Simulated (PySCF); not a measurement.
## Solvent effects on NMR parameters

Atoms are numbered as in `[CH3:1][C:2](=[O:3])[N:4]1[BH:5][NH:6][BH:7][NH:8][BH:9]1`. Hydrogens are named by the atom that carries them.

GIAO PBE0/pcSseg-1 in PySCF on one PBE0-D3(BJ)/def2-SVP conformer, non-relativistic, equivalent nuclei averaged. Solvents enter as an IEF-PCM continuum (chloroform with ε = 4.7) around the gas-phase geometry. Shifts are referred to TMS, BF3·OEt2 computed in the same medium.

Gas phase, δ in ppm: C2 179.9, C1 27.1, B5/B9 29.6, B7 28.1, H(N6)/H(N8) 5.82, H(B5)/H(B9) 5.40, H(B7) 4.76, H(C1) 2.33. Dipole moment 3.36 D.

(1) How does each δ change in the continuum?

(2) Which of the listed nuclei move most (in ppm), and what does the model miss? (N and O are left out, as their reference compounds move with the solvent too.)

## Answers

(1) 
```
      atoms                                                 environment  Δδ, chloroform
         C2                                       amide carbonyl carbon            +4.7
         C1                               methyl carbon α to a carbonyl            +1.1
      B5/B9                boron bonded to 2 N, H, in a 6-membered ring            +0.4
         B7                boron bonded to 2 N, H, in a 6-membered ring            +0.7
H(N6)/H(N8)  hydrogen on a nitrogen bonded to 2 B, in a 6-membered ring           +0.45
H(B5)/H(B9)     hydrogen on a boron bonded to 2 N, in a 6-membered ring           -0.07
      H(B7)     hydrogen on a boron bonded to 2 N, in a 6-membered ring           -0.03
      H(C1)                 hydrogen on a methyl carbon α to a carbonyl           +0.12
```

Changes are relative to the gas phase. The dipole moment becomes 4.15 D in chloroform.

(2) C2 (amide carbonyl carbon, +4.7 ppm) in chloroform. A continuum only polarises the solute; specific hydrogen bonds, the anisotropy of aromatic solvents and changes of geometry or conformer are outside it.
